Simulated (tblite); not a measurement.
C3H9N, triplet, at the geometry of the source list (a higher spin typed on purpose: for a closed-shell molecule this is an excited state); GFN1-xTB in tblite 0.6.0.

tblite was given this input:
```
$ tblite run mol.xyz --method gfn1 --charge 0 --spin 2 --efield 0,0,0.1 --json tblite.json --no-restart

# file mol.xyz
13

C     -0.61420000     1.11590000     0.56410000
C     -0.09010000     0.02020000    -0.36040000
C      1.35060000    -0.34120000    -0.00900000
N     -0.92020000    -1.16670000    -0.18850000
H      0.00310000     2.00670000     0.48570000
H     -0.60020000     0.76100000     1.59070000
H     -1.63700000     1.37810000     0.30330000
H     -0.11220000     0.39990000    -1.40170000
H      1.72360000    -1.11430000    -0.67700000
H      1.39180000    -0.71630000     1.00970000
H      1.99300000     0.53090000    -0.09460000
H     -0.60270000    -1.91270000    -0.79820000
H     -1.88540000    -0.96140000    -0.42410000
```

The log (banner, timings and long lists left out):

```
xTB calculator
 | screened Coulomb repulsion
 | Coulomb electrostatics
 |  * isotropic Klopman-Ohno-Mataga-Nishimoto electrostatics
 |  * onsite third-order electrostatics
 | DFT-D3(BJ) dispersion correction
 | Interactions (1)
 | [1] electric field

halogen bonding energy    0.0000000000000E+00 Eh
repulsion energy          1.8729143233384E-01 Eh
dispersion energy        -3.6991233393941E-03 Eh
interaction energy        0.0000000000000E+00 Eh
number of electrons       2.6000000000000E+01 e
integral cutoff           1.9731147476801E+01 bohr

------------------------------------------------------------
  cycle        total energy    energy error   density error
------------------------------------------------------------
      1     -14.05608174910  -1.4239674E+01   3.3037929E-01
      2     -14.01812526292   3.7956486E-02   2.1238406E-01
      3     -13.91391120319   1.0421406E-01   1.4846365E-01
      4     -13.96895608191  -5.5044879E-02   9.2626463E-02
      5     -14.01290179792  -4.3945716E-02   7.3377334E-02
      6     -14.09203556356  -7.9133766E-02   4.3407877E-02
      7     -14.09226416645  -2.2860290E-04   4.2884628E-02
      8     -14.07560303582   1.6661131E-02   4.3449455E-02
      9     -14.07795629199  -2.3532562E-03   4.1613248E-02
     10     -14.08791626729  -9.9599753E-03   2.9477308E-02
     11     -14.09253035658  -4.6140893E-03   2.3737671E-02
     12     -14.10190415001  -9.3737934E-03   4.9932251E-03
     13     -14.10220306719  -2.9891719E-04   1.4992535E-03
     14     -14.10221471424  -1.1647042E-05   1.0029750E-03
     15     -14.10219981281   1.4901430E-05   1.6150253E-03
     16     -14.10222181055  -2.1997740E-05   3.8580372E-04
     17     -14.10221931852   2.4920242E-06   5.5231644E-04
     18     -14.10222304689  -3.7283701E-06   2.6570877E-04
     19     -14.10222368258  -6.3568580E-07   5.0254183E-05
     20     -14.10222371463  -3.2056928E-08   1.9472943E-05
------------------------------------------------------------

electronic energy        -1.4285816023629E+01 Eh
total energy             -1.4102223714635E+01 Eh

Post processing:
 | Mayer-Wiberg bond orders

[Info] JSON dump of results written to 'tblite.json'
```
